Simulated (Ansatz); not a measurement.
Molecule: KAu, net charge 0, singlet state. 
Geometry from a B3LYP-D3(BJ)/def2-TZVP (Ansatz, a quantum-chemistry and plane-wave program) optimisation:
```xyz
2

K      0.0000     0.0000    -2.3756
Au     0.0000     0.0000     0.5713
```
Charge 0, spin multiplicity 1.

Property: vertical electron affinity (to the doublet state of charge -1; a negative value means that the extra electron is unbound and the number depends on the basis; each state is the SCF solution reached for its spin; for the singlet T1 is 0.034), in eV. Valence correlation only, unless marked. Open shells are spin-unrestricted. No spin-orbit coupling. The frozen core is the preceding noble-gas configuration, with the filled d and f shells of earlier blocks. The outer core of K, Ca and their heavier congeners is not correlated, a term that matters for these elements. In def2 rows, elements after Kr have scalar-relativistic effective core potentials. Anions need diffuse functions: def2-D sets add few. CBS marks a two-point X^-3 extrapolation of the correlation energy; Hartree-Fock from the larger set.

```csv
level,program,vertical electron affinity (eV)
r2SCAN/def2-TZVPD,Ansatz,0.56
PBE0/def2-TZVPD,Ansatz,0.61
BHLYP/def2-TZVPD,Ansatz,0.50
wB97X-V/def2-TZVPD,Ansatz,0.48
wB97X/def2-TZVPD,Ansatz,0.43
"CCSD/CBS(def2-TZVPPD,def2-QZVPPD)",Ansatz,0.45
CCSD(T)/def2-SVPD,Ansatz,0.47
CCSD(T)/def2-QZVPPD,Ansatz,0.47
"CCSD(T)/CBS(def2-TZVPPD,def2-QZVPPD)",Ansatz,0.47
```
